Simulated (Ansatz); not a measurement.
The inner images of a band of H2O + H2O + H4Sn (11 atoms, charge 0, multiplicity 1) are given out of order.

Theory: RKS r2SCAN/def2-SVP (Ansatz).

First end point:

```xyz
11
Properties=species:S:1:pos:R:3
Sn -0.460 1.223 -1.174
H 0.179 1.303 0.423
H 0.718 0.711 -2.296
H -1.917 0.343 -1.216
H -0.833 2.867 -1.560
H 0.342 -1.475 0.481
O 0.196 -1.541 -0.486
H 0.643 0.052 1.930
O 0.486 -0.867 2.200
H 1.068 -1.769 -0.833
H -0.422 -0.846 2.532
```

Last end point:

```xyz
11
Properties=species:S:1:pos:R:3
Sn -0.557 0.341 -1.720
H 1.021 0.751 3.983
H -0.457 0.129 -3.434
H -2.152 0.033 -1.201
H 0.104 1.853 -1.289
H 0.426 -0.594 0.612
O 0.604 -1.180 -1.052
H 0.788 0.639 3.268
O -0.153 0.050 1.079
H 1.208 -1.513 -1.729
H -0.831 -0.509 1.482
```

Put them in order from the first end to the last, with their energies above the first end.
A.
```xyz
11
Properties=species:S:1:pos:R:3
Sn -0.314 0.702 -1.541
H -0.801 1.278 1.360
H -0.035 0.334 -3.192
H -1.972 0.862 -1.179
H 0.638 2.019 -1.016
H 0.729 -1.044 1.124
O 0.276 -0.971 -0.578
H -0.336 0.728 1.621
O 0.870 -1.000 2.094
H 0.878 -1.494 -1.127
H 0.067 -1.416 2.434
```
B.
```xyz
11
Properties=species:S:1:pos:R:3
Sn -0.249 0.405 -1.300
H -0.463 2.083 2.412
H -0.374 0.582 -3.012
H -1.792 0.427 -0.581
H 0.889 1.513 -0.676
H 0.652 -1.292 0.657
O 0.440 -1.490 -1.087
H -0.146 1.423 2.204
O 0.394 -0.734 1.424
H 1.047 -1.740 -1.796
H -0.397 -1.178 1.757
```
C.
```xyz
11
Properties=species:S:1:pos:R:3
Sn -0.361 0.374 -1.378
H 0.250 1.972 3.079
H -0.359 0.556 -3.099
H -1.966 0.196 -0.827
H 0.553 1.624 -0.664
H 0.553 -1.209 0.598
O 0.571 -1.414 -1.161
H 0.291 1.342 2.655
O 0.088 -0.616 1.229
H 1.048 -1.683 -1.957
H -0.668 -1.141 1.524
```
D.
```xyz
11
Properties=species:S:1:pos:R:3
Sn -0.473 0.381 -1.558
H 0.807 1.436 3.627
H -0.369 0.433 -3.285
H -2.091 0.096 -1.097
H 0.277 1.759 -0.891
H 0.433 -0.962 0.595
O 0.594 -1.292 -1.139
H 0.629 1.007 3.024
O -0.118 -0.357 1.140
H 1.145 -1.578 -1.879
H -0.832 -0.925 1.462
```
E.
```xyz
11
Properties=species:S:1:pos:R:3
Sn -0.276 0.539 -1.520
H -0.754 1.780 1.888
H -0.281 0.430 -3.233
H -1.840 0.610 -0.858
H 0.780 1.765 -0.970
H 0.655 -1.153 0.908
O 0.394 -1.249 -0.864
H -0.358 1.129 1.952
O 0.646 -0.927 1.862
H 1.179 -1.546 -1.344
H -0.146 -1.378 2.180
```
F.
```xyz
11
Properties=species:S:1:pos:R:3
Sn -0.442 0.791 -1.143
H -0.632 0.877 0.865
H 0.077 0.187 -2.703
H -2.157 0.824 -1.221
H 0.379 2.298 -0.999
H 0.685 -0.989 0.840
O 0.415 -1.037 -0.399
H -0.059 0.276 1.475
O 0.658 -0.600 1.912
H 1.016 -1.448 -1.036
H 0.062 -1.180 2.410
```
G.
```xyz
11
Properties=species:S:1:pos:R:3
Sn -0.548 1.134 -1.163
H -0.375 0.977 0.544
H 0.432 0.341 -2.314
H -2.196 0.810 -1.471
H -0.185 2.807 -1.358
H 0.626 -1.313 0.533
O 0.287 -1.501 -0.373
H 0.246 0.140 1.806
O 0.684 -0.654 2.169
H 1.083 -1.581 -0.914
H -0.052 -1.160 2.541
```

G (+0.21 eV), F (+1.19 eV), A (+0.31 eV), E (+0.27 eV), B (+0.19 eV), C (+0.17 eV), D (+0.15 eV).

Run time: 10 min on 2 threads of Arm Neoverse V1, with other jobs on the host, peak memory 0.15 GiB.
